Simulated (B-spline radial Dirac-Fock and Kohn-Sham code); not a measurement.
Electron momentum distribution of Ir¹⁷⁺: Compton profiles

System: the Ir¹⁷⁺ ion, [Kr] 4d10 4f12 5s2 (tabulated as the ground configuration, which this calculation does not bear out).

The run's input, task.json:

```json
{"items": [{
  "Z": 77,
  "q": 17,
  "cfg": [[1, 0, 2], [2, 0, 2], [2, 1, 6], [3, 0, 2], [3, 1, 6], [3, 2, 10], [4, 0, 2], [4, 1, 6], [4, 2, 10], [4, 3, 12], [5, 0, 2]],
  "A": 193,
  "rrms": 5.4032,
  "do": ["scatter"],
  "s": [0.0, 0.05, 0.1, 0.15, 0.2, 0.25, 0.3, 0.35, 0.4, 0.45, 0.5, 0.6, 0.7, 0.8, 0.9, 1.0, 1.1, 1.2, 1.4, 1.6, 1.8, 2.0, 2.5, 3.0, 3.5, 4.0, 5.0, 6.0],
  "pz": [0, 0.1, 0.2, 0.3, 0.4, 0.5, 0.6, 0.8, 1.0, 1.2, 1.4, 1.6, 1.8, 2.0, 2.5, 3.0, 4.0, 5.0, 7.0, 10.0, 15.0, 20.0, 30.0, 40.0, 60.0, 100.0],
  "hv_scatter": [1000, 2000, 8047.8, 17479.3, 20000, 50000, 100000, 500000]
}]}
```

Launch: `python xray_run.py task.json out`

Model: the impulse approximation on Dirac-Fock densities. Program: a radial finite-basis atomic code. pz is in atomic units of momentum; subshell profiles are per electron, for a selection of subshells; open shells are spread over both j values by their weights.

```csv
pz,J total,J 1s1/2,J 4d3/2,J 4f7/2,J 5s1/2
0,4.027,0.00962,0.0779,0.0656,0.301
0.2,4.013,0.00962,0.0779,0.0656,0.295
0.3,3.997,0.00962,0.0779,0.0656,0.288
0.4,3.974,0.00962,0.0779,0.0656,0.278
0.5,3.946,0.00962,0.0779,0.0656,0.266
0.6,3.913,0.00962,0.0779,0.0656,0.252
0.8,3.836,0.00962,0.0779,0.0656,0.220
1,3.750,0.00962,0.0779,0.0656,0.185
1.2,3.660,0.00962,0.0779,0.0656,0.150
1.4,3.573,0.00962,0.0778,0.0656,0.118
1.6,3.491,0.00961,0.0777,0.0656,0.0910
1.8,3.417,0.00961,0.0776,0.0656,0.0698
2,3.349,0.00961,0.0773,0.0655,0.0545
2.5,3.200,0.00960,0.0761,0.0652,0.0368
3,3.050,0.00959,0.0736,0.0643,0.0344
4,2.663,0.00956,0.0642,0.0599,0.0291
5,2.201,0.00952,0.0499,0.0519,0.0151
7,1.427,0.00942,0.0220,0.0324,0.00413
10,0.8178,0.00922,0.00460,0.0126,0.00304
15,0.4045,0.00875,0.00260,0.00226,0.000453
20,0.2251,0.00815,0.00182,0.000426,0.000352
30,0.08597,0.00672,0.000404,2.23e-05,9.10e-05
40,0.03981,0.00526,8.08e-05,1.90e-06,1.53e-05
60,0.01261,0.00294,5.03e-06,< 1e-6,1.04e-05
100,0.002583,0.000861,< 1e-6,< 1e-6,3.14e-06
```

J(0) = 4.027. The 5s1/2 subshell gives the largest part, 15 %.

Mean momentum ⟨p⟩ by subshell (a.u.): 1s1/2 81.9, 2s1/2 29.2, 2p1/2 38.5, 2p3/2 33.6, 3s1/2 14.7, 3p1/2 17.6, 3p3/2 16.1, 3d3/2 19.4, 3d5/2 18.9, 4s1/2 7.68, 4p1/2 8.61, 4p3/2 8.02, 4d3/2 8.92, 4d5/2 8.71, 4f5/2 9.18, 4f7/2 9.09, 5s1/2 3.96.
